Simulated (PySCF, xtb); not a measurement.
B(F)2(Et) (C2H5BF2), SMILES CCB(F)F.

GFN2-xTB in xtb at its own geometry gives an orbital gap of 5.69 eV and a dipole moment of 2.17 D.

Geometry optimised at PBE0-D3(BJ)/def2-SVP. Other conformers were not sampled.

Problem. What does PBE/def2-TZVP in PySCF give? (Estimate from the structure and the level; the computed values follow.)

Solution. gap 7.21 eV (levels -7.88 and -0.67 eV), dipole 1.57 D.
